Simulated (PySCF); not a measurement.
## Reading a saddle point

A first-order saddle point of BH₂ClO₂, singlet, PBE0-D4/def2-TZVP, with one imaginary mode of 1255i cm⁻¹:

```
6
angstrom
B 0.1736 0.4997 -0.3407
O 0.0895 -0.8807 0.3709
O -0.8014 0.4231 -1.1603
H -0.7727 -0.7621 -0.3367
Cl 1.4269 1.6005 0.1524
H -0.1157 -0.8805 1.3144
```

Program: PySCF 2.14 with density fitting (its default auxiliary sets; JK sets also for MP2 and CCSD(T)). Basis: def2-TZVPP and def2-QZVPP. Cores are frozen in the correlated methods. Extrapolation: Hartree–Fock as exp(−7.88 √X), correlation as X^−2.97.

**Question.** Which contacts change along the imaginary mode, and what lies on either side? (Judge from chemistry; the calculation decides.)

**Answer.** The calculation gives: The step is BH₂ClO₂ ([OH][B]([OH])[Cl]) → BClO + H₂O (still joined by a long B–O bond), with the molecules in contact on both sides. Shortening one way: O2–H4; lengthening the same way: B1–O2, O3–H4.
| pair | one side (Å) | saddle (Å) | other side (Å) |
| --- | --- | --- | --- |
| O2–H4 | 2.42 | 1.12 | 0.97 |
| B1–O2 | 1.36 | 1.56 | 1.68 |
| O3–H4 | 0.96 | 1.44 | 2.40 |

**Question.** Which side is lower, and how far does the saddle lie above each? (An estimate is asked for; the value comes from the calculation.)

**Answer.** The calculation gives: The side with B1–O2, O3–H4 short is lower by 47.61 kcal/mol; the saddle lies 57.42 kcal/mol above it and 9.81 kcal/mol above the other (CCSD(T) at an estimated basis limit (MP2 extrapolated from triple and quadruple zeta, plus CCSD(T) − MP2 in triple zeta); electronic energies).

No T1 diagnostic of these runs exceeds 0.015.

Labels in which every atom is bracketed show which atoms are joined, not bond orders.

For scale, one of the runs: CCSD(T)/def2-TZVPP, 163 basis functions, launched by `OMP_NUM_THREADS=4 python run.py`. The run took 2.8 min on 4 CPU threads of an Arm Neoverse V1 (shared host), with 1.4 GiB of host memory at its peak.
